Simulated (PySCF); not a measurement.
Molecule: SMILES C[O+](C)[BH2-]C[SiH3], C3H13BOSi.

Atom-mapped SMILES (the numbers label the heavy atoms): `[CH3:1][O+:2]([CH3:3])[BH2-:4][CH2:5][SiH3:6]`; H(Xn) means a hydrogen on atom n.

Geometry PBE0-D3(BJ)/def2-SVP throughout; GIAO in PySCF 2.14, gas phase, one conformer, non-relativistic; equivalent atoms averaged; basis pcSseg-1.

Q: How do the absolute shieldings σ depend on the functional? (ppm; last column core-seconds on shared hosts with different chips, so compare them loosely; the GGAs took longer than the global hybrids here, which isn't the general rule, and the cause wasn't traced)

A: 
| functional | kind | C1/C3 | C5 | O2 | B4 | Si6 | H(Si6) | H(C1)/H(C3) | H(B4) | H(C5) | core-s |
| --- | --- | --- | --- | --- | --- | --- | --- | --- | --- | --- | --- |
| HF | Hartree–Fock | 133.3 | 198.8 | 350.9 | 103.9 | 452.7 | 28.13 | 28.33 | 28.74 | 32.20 | 15 |
| LDA | LDA | 112.9 | 187.8 | 314.9 | 80.8 | 398.3 | 26.80 | 27.27 | 27.15 | 30.76 | 35 |
| PBE | GGA | 114.5 | 186.3 | 306.5 | 84.5 | 408.4 | 27.34 | 27.70 | 27.68 | 31.19 | 48 |
| BLYP | GGA | 109.5 | 180.9 | 301.7 | 81.4 | 397.5 | 27.60 | 27.85 | 27.97 | 31.42 | 46 |
| BP86 | GGA | 113.9 | 185.9 | 307.1 | 84.9 | 406.7 | 27.41 | 27.75 | 27.77 | 31.29 | 49 |
| OPBE | GGA | 122.6 | 191.3 | 308.1 | 92.2 | 427.8 | 27.42 | 27.77 | 27.74 | 31.20 | 45 |
| KT2 | GGA | 118.9 | 189.0 | 307.0 | 88.8 | 434.6 | 27.36 | 27.68 | 27.62 | 31.16 | 52 |
| KT3 | GGA | 119.7 | 187.6 | 302.5 | 90.3 | 434.8 | 27.66 | 27.86 | 27.94 | 31.34 | 49 |
| B97-D | GGA | 114.9 | 185.1 | 305.7 | 87.7 | 416.0 | 27.69 | 27.90 | 28.05 | 31.48 | 49 |
| B3LYP | global hybrid | 114.9 | 185.8 | 314.2 | 86.4 | 408.3 | 27.67 | 27.92 | 28.09 | 31.56 | 36 |
| PBE0 | global hybrid | 120.8 | 191.6 | 321.0 | 90.4 | 421.1 | 27.49 | 27.82 | 27.89 | 31.42 | 28 |
| mPW1PW91 | global hybrid | 120.0 | 190.9 | 320.1 | 90.6 | 418.5 | 27.56 | 27.89 | 27.97 | 31.49 | 35 |
| WP04 | global hybrid | 107.8 | 177.2 | 299.0 | 83.4 | 399.8 | 28.40 | 28.19 | 28.77 | 31.84 | 18 |
| B97-2 | global hybrid | 120.7 | 190.4 | 317.6 | 91.7 | 424.1 | 27.68 | 27.93 | 28.08 | 31.54 | 25 |
| BHandHLYP | global hybrid | 122.0 | 191.1 | 329.9 | 92.8 | 424.3 | 27.82 | 28.03 | 28.31 | 31.77 | 27 |
| CAM-B3LYP | range-separated hybrid | 118.4 | 189.8 | 325.5 | 88.3 | 413.7 | 27.62 | 27.86 | 28.05 | 31.59 | 32 |
| wB97X-D | range-separated hybrid | 120.8 | 192.4 | 324.7 | 92.0 | 420.5 | 27.62 | 27.95 | 28.09 | 31.64 | 31 |
| LC-wPBE | range-separated hybrid | 125.1 | 197.4 | 336.0 | 93.6 | 425.1 | 27.62 | 27.90 | 28.05 | 31.65 | 42 |

Q: Which nucleus moves most, in ppm?

A: Si6 (silicon bonded to C, 3 H): from 397.5 ppm with BLYP to 452.7 ppm with HF. The smallest spread is 1.06 ppm, at H(C1)/H(C3). Proton shifts span only some 12 ppm, so a few tenths of a ppm matter as much there as several ppm in carbon.
